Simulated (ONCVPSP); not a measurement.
**Building the ONCV potential for Li (Z = 3) (PBEsol, fully relativistic).**

lithium (Li), optimised norm-conserving Vanderbilt (ONCV), made with ONCVPSP 4.0.1 (PBEsol, fully relativistic). Core [He], reference 2s1. Waves: 2s: rc 3.60 bohr, ncon 5, nbas 9, qcut 2.2 1/bohr, 2 projectors, debl 0.9 Ha; p scattering state at 0.42 Ha: rc 2.75 bohr, ncon 4, nbas 9, qcut 3.6 1/bohr, 1 projector. Local part: polynomial inside 2.35 bohr (lpopt 5, dvloc0 -1 Ha). Core correction: Teter function, fcfact 3.75, rcfact 1.2.

Open shells are filled in proportion to 2j + 1.

In the p channel the program set the typed energies aside and used 0.050 Ha (j = l + 1/2; the other j can differ).

All-electron outer shells of the reference configuration (PBEsol, scalar-relativistic, ld1.x):

```json
{"shell": "1s", "level (eV)": "-51.37", "outermost node (bohr)": "–", "outermost maximum (bohr)": "0.36"}
{"shell": "2s", "level (eV)": "-2.82", "outermost node (bohr)": "0.84", "outermost maximum (bohr)": "3.16"}
```

Results:

```json
{
  "Cutoffs needed": "1.4 Ha and 2.6 Ha (the cutoffs (Ha) at which the residual kinetic energy of the hardest occupied pseudo-wave falls to 1 and 0.1 mHa per electron) The cutoffs count occupied waves only; projector 1 of the p channel, the hardest unoccupied one, needs 4 Ha at the loose tolerance.",
  "Ghost test": "no bound ghost flagged; no localised positive-energy state flagged",
  "Largest excitation error": "-5.9 meV (all-electron minus pseudo) for 2s0 2p1, out of 2 test configurations",
  "rms error of d²Exc/dni dnj": "2.00 mHa without and 1.02 mHa with the model core"
}
```

Generation and tests took about 2.5 s on one core of a shared server CPU.
